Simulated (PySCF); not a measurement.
Bonds: Si1-N2, Si1-Cl14, Si1-Cl15, Si1-Cl16, N2-C3, N2-C4, C4-C5. C3 carries H6, H7, H8; C4 carries H9, H10; C5 carries H11, H12, H13.

Geometry: PBE0-D3(BJ)/def2-SVP; GIAO shifts from PySCF 2.14, gas phase, non-relativistic, averaged over equivalent atoms.

At PBE0/pcSseg-1 (204 basis functions, 85 s wall time on 1 thread of an AMD EPYC, shared host):
| atoms | δ (ppm) |
| --- | --- |
| Si1 | -0.3 |
| N2 | 67.3 |
| C4 | 46.8 |
| C3 | 33.4 |
| C5 | 14.3 |
| H9/H10 | 2.96 |
| H6/H7/H8 | 2.60 |
| H11/H12/H13 | 1.08 |
| Cl14/Cl15/Cl16 | 137.6 |

References, each an isolated molecule treated in the same way: 29Si (σref 351.99), 13C (σref 184.41), 1H (σref 31.27) against TMS; 15N (σref 265.67) vs NH3; 35Cl (σref 943.27) vs HCl.

What do these become at KT2/pcSseg-1?

## Answers


```
         atoms  δ at KT2/pcSseg-1  change
           Si1               -4.7    -4.4
            N2               80.1   +12.8
            C4               49.6    +2.8
            C3               34.6    +1.2
            C5               15.1    +0.8
        H9/H10               3.13   +0.17
      H6/H7/H8               2.72   +0.12
   H11/H12/H13               1.09   +0.01
Cl14/Cl15/Cl16              164.5   +26.9
```

Shifts are taken against calculated references (same method and geometry level): 29Si (σref 361.05), 13C (σref 183.22), 1H (σref 31.18) vs TMS; 15N (σref 264.30) vs NH3; 35Cl (σref 942.74) vs HCl.

The largest change is at Cl14/Cl15/Cl16 (chlorine bonded to Si). Cost: 204 basis functions, 100 s wall time on 1 thread of an AMD EPYC, shared host. The order of the carbon signals is the same at both levels.

The averaged Cl atoms aren't alike in the static structure (σ from 765 to 833 ppm); the average presumes fast exchange among these sites. Experimental scales use liquid or dissolved standards, which lie at an offset from isolated NH3 (liquid NH3: subtract about 20 ppm).
